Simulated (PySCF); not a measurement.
A PySCF script (with the pyscf-properties extension) for the NMR shieldings of SMILES CCC(C)(C)[SiH]1[SiH2][SiH2][SiH2]1, C5H18Si4, on a PBE0-D3(BJ)/def2-SVP geometry:

```python
import basis_set_exchange as bse
import numpy as np
from pyscf import gto, dft
from pyscf.prop import nmr

atoms = """
C    -2.286226    1.520073    1.258991
C    -2.197221    0.027048    0.985715
C    -0.884446   -0.492575    0.370844
C    -0.655626    0.083071   -1.028419
C    -0.964104   -2.020482    0.283240
Si    0.604573   -0.045654    1.503777
Si    1.530667    2.107311    1.143899
Si    3.021053    1.154890   -0.423268
Si    2.652061   -0.906071    0.674522
H    -1.555451    1.842051    2.018823
H    -3.284650    1.787588    1.636275
H    -2.105909    2.120137    0.354033
H    -3.017399   -0.268582    0.303411
H    -2.382042   -0.522107    1.925455
H    -0.577741    1.181497   -1.029751
H    -1.491436   -0.190999   -1.696405
H     0.267110   -0.312795   -1.483144
H    -0.074144   -2.452053   -0.200808
H    -1.066254   -2.485017    1.277406
H    -1.845083   -2.320091   -0.312315
H     0.272047   -0.389817    2.924840
H     2.311192    2.522409    2.354912
H     0.657609    3.244880    0.715589
H     2.426715    1.143157   -1.797852
H     4.418076    1.683459   -0.502779
H     2.647848   -2.162575   -0.140270
H     3.639345   -1.055528    1.791759
"""
names = dict.fromkeys(["C", "Si", "H"], "pcSseg-1")
basis = {el: gto.basis.parse(bse.get_basis(n, elements=[el], fmt="nwchem")) for el, n in names.items()}
mol = gto.M(atom=atoms, basis=basis, charge=0, verbose=0)
mf = dft.RKS(mol, xc="CAM-B3LYP")
mf.grids.level = 2
mf.grids.alignment = dft.numint.BLKSIZE   # the property module wants whole blocks of grid points
mf.conv_tol = 1e-9
mf.kernel()

calc = nmr.RKS(mf)   # GIAO
C = mf.mo_coeff
Co = C[:, mf.mo_occ > 0]
resp = mf.gen_response(singlet=True, hermi=2)
def vind(x):   # induced exchange potential for any number of trial vectors
    d = np.einsum("pi,xij,qj->xpq", C, 2 * x.reshape(-1, C.shape[1], Co.shape[1]), Co, optimize=True)
    return np.einsum("xpq,pi,qj->xij", resp(d - d.transpose(0, 2, 1)), C, Co, optimize=True).ravel()
mo1, _ = nmr.rhf.solve_mo1(calc, with_cphf=vind)
sigma = calc.kernel(mo1)
for i, s in enumerate(sigma):   # ppm
    w = np.linalg.eigvalsh((s + s.T) / 2)
    print("%2d %-2s iso %8.1f  s11 %8.1f  s22 %8.1f  s33 %8.1f" % (i, mol.atom_pure_symbol(i), w.mean(), *w))
```

Question: What does it print?

Answer: 
```
 0 C  iso    167.9  s11    157.7  s22    167.8  s33    178.1
 1 C  iso    142.4  s11    125.8  s22    134.1  s33    167.4
 2 C  iso    159.5  s11    154.3  s22    155.7  s33    168.6
 3 C  iso    156.5  s11    137.9  s22    151.7  s33    180.0
 4 C  iso    150.1  s11    131.9  s22    136.7  s33    181.6
 5 Si iso    362.4  s11    320.2  s22    363.3  s33    403.9
 6 Si iso    433.0  s11    381.6  s22    449.9  s33    467.5
 7 Si iso    433.0  s11    397.6  s22    441.4  s33    460.1
 8 Si iso    438.5  s11    395.9  s22    450.4  s33    469.2
 9 H  iso     30.4  s11     25.2  s22     31.2  s33     34.9
10 H  iso     30.2  s11     25.2  s22     27.2  s33     38.2
11 H  iso     30.3  s11     26.1  s22     29.9  s33     34.8
12 H  iso     30.3  s11     25.3  s22     29.7  s33     35.8
13 H  iso     30.0  s11     25.6  s22     29.1  s33     35.2
14 H  iso     30.0  s11     27.3  s22     28.2  s33     34.3
15 H  iso     30.7  s11     26.8  s22     27.7  s33     37.5
16 H  iso     30.4  s11     25.7  s22     30.0  s33     35.5
17 H  iso     30.1  s11     25.1  s22     29.7  s33     35.7
18 H  iso     30.3  s11     26.5  s22     27.7  s33     36.7
19 H  iso     30.4  s11     26.5  s22     27.7  s33     37.0
20 H  iso     27.1  s11     23.7  s22     25.6  s33     31.9
21 H  iso     27.5  s11     24.5  s22     25.0  s33     32.8
22 H  iso     27.5  s11     23.3  s22     26.2  s33     32.9
23 H  iso     27.5  s11     24.0  s22     27.4  s33     31.2
24 H  iso     27.4  s11     23.6  s22     24.2  s33     34.4
25 H  iso     27.5  s11     23.5  s22     25.6  s33     33.3
26 H  iso     27.5  s11     24.6  s22     24.9  s33     33.1
```

These numbers come from an equivalent density-fitted implementation of the same equations, which agrees with the script to about 0.01 ppm for H and up to a few tenths of a ppm for heavy atoms, so last digits may differ.

Question: Turn these shieldings into chemical shifts. δ = σ(ref) − σ, references computed at the same level: ¹³C (σ = 182.45 ppm), ²⁹Si (σ = 343.41 ppm), ¹H (σ = 31.33 ppm) against TMS.

Answer: Averaging equivalent atoms: C 1: 40.0; C 3/4: 29.1; C 2: 22.9; C 0: 14.6; Si 5: -19.0; Si 7: -89.6; Si 6/8: -92.3; H 20: 4.25; H 24: 3.95; H 22/25: 3.84; H 21/26: 3.83; H 23: 3.80; H 12/13: 1.21; H 9/10/11: 1.02; H 14/15/16/17/18/19: 1.01 ppm. 

Size and cost of the density-fitted run: 271 basis functions, 3.5 min wall time on 1 thread of an Arm Neoverse N1, shared host; peak memory 1.8 GiB.
